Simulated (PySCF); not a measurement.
CH₇F₂NSi₂.

```xyz
13

N      1.4703    -0.3480    -0.8925
Si     1.1349     0.4180     0.5959
F      1.7359    -0.3740     1.8938
C     -0.7210     0.4973     0.8259
Si    -1.7138     0.3030    -0.7352
F     -1.3310    -1.1489    -1.3922
H      0.8942    -1.1159    -1.2226
H      2.3960    -0.3555    -1.3031
H      1.7992     1.7474     0.6145
H     -0.9849     1.4575     1.3025
H     -1.0196    -0.2942     1.5352
H     -3.1780     0.2655    -0.4579
H     -1.4134     1.3587    -1.7403
```
Charge 0, spin multiplicity 1.

Coordinates come from a PBE0-D3(BJ)/def2-SVP optimisation. The structure was generated by enumeration; whether it is a known compound was not checked. Other conformers were not sampled.

Calculation: HF/pcSseg-1 in PySCF. Non-relativistic, no solvent.

Computed absolute GIAO shielding of each atom: isotropic value and principal components (ppm):
| atom | σ(iso) | σ11 | σ22 | σ33 | span |
|---|---|---|---|---|---|
| N1 | 234.7 | 216.2 | 227.5 | 260.4 | 44.2 |
| Si2 | 411.1 | 392.8 | 406.8 | 433.6 | 40.8 |
| F3 | 347.3 | 298.9 | 346.8 | 396.1 | 97.2 |
| C4 | 195.1 | 185.9 | 195.5 | 203.7 | 17.7 |
| Si5 | 396.9 | 351.0 | 398.9 | 440.7 | 89.7 |
| F6 | 412.4 | 399.7 | 402.8 | 434.9 | 35.2 |
| H7 | 29.4 | 21.1 | 27.3 | 39.8 | 18.7 |
| H8 | 30.3 | 23.0 | 25.1 | 42.7 | 19.7 |
| H9 | 27.3 | 24.1 | 24.6 | 33.3 | 9.2 |
| H10 | 32.1 | 27.3 | 28.6 | 40.5 | 13.2 |
| H11 | 31.3 | 26.7 | 28.6 | 38.6 | 11.9 |
| H12 | 27.0 | 23.3 | 25.0 | 32.7 | 9.4 |
| H13 | 27.1 | 24.6 | 24.8 | 32.0 | 7.4 |
